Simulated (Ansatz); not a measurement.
Species: HgCl₂, net charge -1, doublet state. SMILES of the parent species: [Cl][Hg][Cl]

Atoms: Hg1, Cl2, Cl3. Bonds: Hg1-Cl2, Hg1-Cl3.

Bond lengths (Å) and angles (degrees) optimised at HF/6-31G* with LANL2DZ past Ar with Ansatz (a program for electronic structure); B3LYP/LANL2DZ with Ansatz; MP2/6-31G* with LANL2DZ past Ar with Ansatz, each started from the B3LYP-D3(BJ)/def2-TZVP structure (Ansatz) of the last column. A row stands for all coordinates that are equal there. 6-31G* holds six Cartesian d functions. No wavenumbers were computed at B3LYP/LANL2DZ, MP2/6-31G* with LANL2DZ past Ar, so these may be saddle points.

```tsv
coordinate	HF/6-31G* with LANL2DZ past Ar	B3LYP/LANL2DZ	MP2/6-31G* with LANL2DZ past Ar	B3LYP-D3(BJ)/def2-TZVP
Hg1-Cl2	2.628	2.739	2.585	2.635
Cl2-Hg1-Cl3	117.7	131.6	119.8	140.8
```

Mean signed difference of all 2 bond lengths from B3LYP-D3(BJ)/def2-TZVP: HF/6-31G* with LANL2DZ past Ar -0.007 Å, B3LYP/LANL2DZ 0.104 Å, MP2/6-31G* with LANL2DZ past Ar -0.050 Å.
